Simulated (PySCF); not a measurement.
Several orderings of computed values.

Each SMILES stands for a single optimised conformer of the isolated species, non-relativistic unless stated. Electronic properties by PySCF.

Dipoles, sizes and rotational constants follow the conformer. The torsions of the flexible species, by atom-mapped SMILES:
- `[O:1]=[CH:2][O:3][c:4]1[cH:5][cH:6][cH:7][n+:8]([O-:9])[cH:10]1`: O1–C2–O3–C4 0°, C2–O3–C4–C5 4°
- `[F:1][C:2]([F:3])([F:4])[c:5]1[cH:6][n:7][n:8]([SiH3:9])[n:10]1`: F1–C2–C5–C6 0°
- `[CH2:1]=[CH:2][C@@:3]([F:4])([CH2:5][CH3:6])[SiH2:7][OH:8]`: C1–C2–C3–F4 10°, C2–C3–C5–C6 -56°, C2–C3–Si7–O8 61°, H–O8–Si7–C3 35°
- `[NH2:1][Si@@H:2]([SH:3])[N:4]([SiH3:5])[SiH3:6]`: N1–Si2–N4–Si5 -139°, H–N1–Si2–S3 -174°, H–N1–Si2–S3 47°, H–S3–Si2–N1 56°

Problem. Rank by lowest triplet excitation (Tamm–Dancoff), lowest first (TDA PBE0/def2-SVPD at GFN2-xTB geometries).
A. `FC(F)(F)C1=NN([SiH3])N=C1`
B. `C1OC(=O)[C@@H](C=1)C#CC`
C. `C([C@@](F)([SiH2]O)C=C)C`
D. `O=COc1ccc[n+]([O-])c1`

Solution. D (2.73 eV), B (4.03 eV), C (4.31 eV), A (4.91 eV).

Problem. Give the two extremes of that set in kJ/mol.

Solution. `O=COc1ccc[n+]([O-])c1`: 264 kJ/mol; `FC(F)(F)c1cnn([SiH3])n1`: 474 kJ/mol.

Problem. Rank by electronic spatial extent ⟨r²⟩ about the centre of nuclear charge, highest first (PBE0/def2-SVPD at GFN2-xTB geometries).
A. `C=C[C@@](F)(CC)[SiH2]O`
B. `FC(F)(F)C1=NN([SiH3])N=C1`
C. `O(C=O)c1c[n+]([O-])ccc1`
D. `CC#C[C@@H]1C=COC1=O`

Solution. B (1897 bohr²), C (1510 bohr²), D (1324 bohr²), A (1268 bohr²).

Problem. Rank by HOMO–LUMO gap, lowest first (PBE0/def2-SVPD at GFN2-xTB geometries).
A. `C=C[C@@](F)(CC)[SiH2]O`
B. `CC#C[C@@H]1C=COC1=O`
C. `O=COc1ccc[n+]([O-])c1`
D. `FC(F)(F)C1=NN([SiH3])N=C1`

Solution. C (5.16 eV), B (6.62 eV), A (7.20 eV), D (7.51 eV).

Problem. Rank by dipole moment, highest first (PBE0/def2-SVPD at GFN2-xTB geometries).
A. `O[SiH2][C@@](CC)(F)C=C`
B. `c1[n+]([O-])cc(cc1)OC=O`
C. `CC#C[C@@H]1C=COC1=O`
D. `FC(F)(F)c1cnn([SiH3])n1`

Solution. C (3.95 D), D (3.29 D), B (2.42 D), A (1.29 D).

Problem. By how much do the two ends of that ranking differ?

Solution. By 2.66 D, between `CC#C[C@@H]1C=COC1=O` and `C=C[C@@](F)(CC)[SiH2]O`.

Problem. Rank by smallest rotational constant, lowest first (GFN2-xTB).
A. `S[Si@H](N)N([SiH3])[SiH3]`
B. `O=COc1ccc[n+]([O-])c1`
C. `FC(F)(F)c1cnn([SiH3])n1`
D. `C=C[C@@](F)(CC)[SiH2]O`
E. `[C@@H]1(C(OC=C1)=O)C#CC`

Solution. C (0.557 GHz), B (0.695 GHz), A (0.784 GHz), E (0.877 GHz), D (1.028 GHz).

Problem. By how much do the two ends of that ranking differ?

Solution. By 0.471 GHz, between `C=C[C@@](F)(CC)[SiH2]O` and `FC(F)(F)c1cnn([SiH3])n1`.

Problem. Rank by lowest singlet excitation, highest first (TDDFT PBE0/def2-SVPD at GFN2-xTB geometries).
A. `c1c(OC=O)c[n+]([O-])cc1`
B. `C=C[C@@](F)(CC)[SiH2]O`
C. `FC(F)(F)C1=NN([SiH3])N=C1`
D. `CC#C[C@@H]1C=COC1=O`

Solution. B (6.22 eV), C (6.00 eV), D (5.24 eV), A (4.24 eV).
